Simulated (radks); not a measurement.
Results of a calculation; reference values are marked as such.
Task: The mean radii <r> (bohr) of the occupied orbitals of an atom or ion are listed with their occupations. Code: a radial shooting solver on a logarithmic mesh with Libxc functionals. Model: Dirac Kohn-Sham, PBE, spin-unpolarised, spherical densities, point nucleus.

| orbital | occ. | <r> |
|---|---|---|
| 1s1/2 | 2 | 0.09687 |
| 2s1/2 | 2 | 0.4784 |
| 2p1/2 | 2 | 0.4402 |
| 2p3/2 | 4 | 0.4424 |
| 3s1/2 | 2 | 1.577 |
| 3p1/2 | 0.666667 | 1.763 |
| 3p3/2 | 1.33333 | 1.768 |

Name the element and its charge. Open shells, if any, are shared by 2j + 1.

Result: Z = 16, sulfur, charge +2: S2+ in [Ne] 3s2 3p2. The 1s radius gives Z: for a bare nucleus <r> = (2 gamma + 1)/(2Z) with gamma = sqrt(1 - (Z/c)^2), 0.09332 bohr for Z = 16, and screening makes it slightly larger (0.09687 here). The occupations add up to 14, and the charge is Z minus that.
